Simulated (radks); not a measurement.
The numbers below are computed, except where a source is named.
How relativity changes the ionisation of the promethium ion Pm2+ ([Xe] 4f5) to Pm3+ ([Xe] 4f4). Spin-unpolarised spherical Kohn-Sham, BLYP, point nucleus unless stated (finite: rms radius 4.962 fm), a radial shooting solver on a logarithmic mesh with Libxc functionals. A level marked "c x" has the speed of light scaled by that factor and shares open shells by 2j + 1; other Dirac levels either fill j = l - 1/2 first or share by 2j + 1.

level	E(Pm2+) (hartree)	E(Pm3+) (hartree)	IE (eV)	HOMO	<r> HOMO (bohr)
non-rel.	-9657.8027	-9656.8376	26.262	4f	0.9752
scalar-rel.	-10020.7282	-10019.8816	23.035	4f	1.038
scalar-rel., finite nucleus	-10020.1369	-10019.2903	23.036	4f	1.038
Dirac, 2j+1 shares	-10027.2926	-10026.4484	22.974	4f7/2	1.046
Dirac, low j first	-10027.3423	-10026.4928	23.115	4f5/2	1.034
Dirac, 2j+1 shares, finite nucleus	-10026.6983	-10025.8540	22.975	4f7/2	1.046
Dirac, c x 2	-9743.3422	-9742.4080	25.421	4f7/2	0.9910
Dirac, c x 5	-9671.2198	-9670.2597	26.127	4f7/2	0.9776
Dirac, c x 100	-9657.8361	-9656.8710	26.262	4f7/2	0.9752

NIST Atomic Spectra Database: 22.4 eV (semi-empirical). The relativistic part of the total energy of Pm2+ is -368.9 hartree (Dirac, 2j+1 shares, finite nucleus), 3.8 % of the non-relativistic value. Spin polarisation and multiplet splitting of open shells are left out at every level.

Beside tabulated values, note that relativity, absent from the non-relativistic runs, is large for the heavy elements, and spin-unpolarised runs miss the spin-polarisation part of the exchange energy of open shells.
